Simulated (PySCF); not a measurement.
Molecule: `CC#CCS(=O)(=O)[O-]`, [C₄H₅O₃S]-.

Bonds (- single, = double, # triple, : aromatic): C1-C2, C2#C3, C3-C4, C4-S5, S5=O6, S5=O7, S5-O8. C1 carries H9, H10, H11; C4 carries H12, H13. Formal charges: O8 -1.

Total charge -1.

Frames of a GFN2-xTB Langevin trajectory at 400 K; GIAO PBE0/pcSseg-1 shieldings in PySCF, gas phase, non-relativistic; equivalent atoms averaged within each frame.

Scale: TMS for $^{13}$C (186.93 ppm), $^{1}$H (31.72 ppm); $^{33}$S (503.73 ppm) vs CS2; $^{17}$O (336.08 ppm) against H2O (reference shieldings calculated alike). The references are static minima.

How do the shifts (ppm) fluctuate along the trajectory?

Results:


```
         time (fs)    C3    C2    C4    C1   S5  O6/O7/O8  H12/H13  H9/H10/H11
               250  92.0  72.5  47.0  -3.5  314     240.6     2.70        0.79
               425  90.9  80.8  52.2  13.4  332     245.5     3.01        2.58
               625  97.5  85.4  60.1   9.2  341     274.1     4.67        2.20
               800  87.0  77.9  51.5  -0.7  315     252.3     4.16        0.61
              1000  91.3  76.5  44.0   7.5  328     251.9     3.30        2.02
    mean of frames  91.7  78.6  51.0   5.2  326     252.9     3.57        1.64
standard deviation   3.8   4.8   6.1   7.1   12      12.8     0.82        0.89
```

5 frames give an uncertainty of the mean of about the standard deviation over 2.2 at best, since frames this close in time may not be independent; classical motion lacks zero-point vibration, and the reference would need the same averaging.
